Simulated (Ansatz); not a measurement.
Abridged output of a molecular run in Ansatz:

```
Functional definition: HF
1833 factors; integrals over basis functions are off by at most 1.1e-3 eV
mean field evaluation 1: about -43792.4879 eV, gradient 4.7e1 eV
mean field evaluation 2: about -43792.8355 eV, gradient 4.8e1 eV
mean field evaluation 4: about -43797.7371 eV, gradient 3.8e0 eV
mean field evaluation 8: about -43797.8103 eV, gradient 2.6e-1 eV
mean field -43797.81057004 eV, -1609.5398512268 hartree, gradient 5.0e-6 eV, S^2 0.000000; 0 other end points of the search recorded, 0 dependent functions left out
22 core orbitals not correlated: weight in the atoms' cores, before any rotation towards them, 1.000 or more for the frozen orbitals, at most 0.000 for the correlated occupied ones
reference -43797.81057004 eV, -1609.5398512268 hartree; 19, 19 occupied and 273, 273 virtual orbitals, 1833 factors
second order -28.41555865 eV of doubles, -0.00000000 eV of singles
cycle   1  -29.47511347 eV  change    -1.1e0 eV  update   1.0e-1
cycle   2  -30.12404920 eV  change   -6.5e-1 eV  update   3.0e-2
cycle   3  -30.23768536 eV  change   -1.1e-1 eV  update   1.4e-2
cycle   4  -30.22408548 eV  change    1.4e-2 eV  update   3.5e-3
cycle   5  -30.22340813 eV  change    6.8e-4 eV  update   1.7e-3
cycle   6  -30.22374722 eV  change   -3.4e-4 eV  update   5.2e-4
cycle   7  -30.22355509 eV  change    1.9e-4 eV  update   2.1e-4
cycle   8  -30.22356536 eV  change   -1.0e-5 eV  update   6.7e-5
cycle   9  -30.22358171 eV  change   -1.6e-5 eV  update   2.3e-5
perturbative correction -1.24309582 eV, -0.0456829287 hartree
Total energy: -43829.27724757 eV, -1610.6962302969 hartree
```

Its atoms:

Z-matrix (Å, degrees):
```
Si
Cl 1 2.091
Si 1 2.335 2 104.1
N 1 1.698 2 115.3 3 118.3
H 1 1.481 2 104.5 3 -122.7
N 3 1.698 1 108.1 2 -32.7
Cl 3 2.091 1 104.0 2 90.3
H 3 1.481 1 116.6 2 -155.2
H 4 1.007 1 122.0 2 72.8
H 4 1.008 1 119.7 2 -77.5
H 6 1.008 3 119.7 1 38.5
H 6 1.007 3 122.0 1 -171.2
```

Q: Which basis set was used?
A. def2-QZVPP
B. def2-SVPD
C. def2-SVP
D. def2-TZVPP

A: D. It gives 314 functions.

Q: Write the keys of the input that set method, charge and spin (a neutral closed shell needs none for the last two).

A: 
```yaml
correlation: {method: ccsd_t}
```
